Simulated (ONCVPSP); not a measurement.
# arsenic (As): excitation energies, all-electron against ONCV

ONCVPSP 4.0.1 input, shortened (lines: element, Z, core and valence counts, functional; n l f; lmax; l rc ep ncon nbas qcut; lloc lpopt rc5 dvloc0; l nproj debl; icmod fcfact rcfact), LDA (Perdew-Wang 92), scalar-relativistic:

```
  As 33.00    6    2  -001012      upf
    1    0    2.00
    2    0    2.00
    2    1    6.00
    3    0    2.00
    3    1    6.00
    3    2   10.00
    4    0    2.00
    4    1    3.00
    2
    0    1.55    0.00    4    7    4.00
    1    1.45    0.00    4    7    4.90
    2    1.45    0.41    4    8    6.60
    4    5    0.95    0.00
    0    2    2.40
    1    1    2.40
    2    2    3.00
    1    0.15    0.00
```

Energies are relative to the spin-unpolarised reference configuration 4s2 4p3; without spin polarisation the order of configurations can differ from experiment.

| valence configuration | charge | ΔE all-electron (eV) | error AE − PS (meV) |
| --- | --- | --- | --- |
| 4s2 4p2 | +1 | 9.320 | -0.6 |
| 4s2 4p1 | +2 | 27.477 | -13 |
| 4s2 4p0 | +3 | 55.512 | -89 |

Q: What are ΔE and the potential's error for 4s1 4p4?

A: ΔE = 9.485 eV all-electron; the error (AE − PS) is -1.7 meV.

Note: ghosts flagged at negative energy: d at -17.9 eV, s at -1.70 eV; GHOST(+) flagged for p at 40.0 eV. A true bound ghost makes a file unfit for plane-wave use.
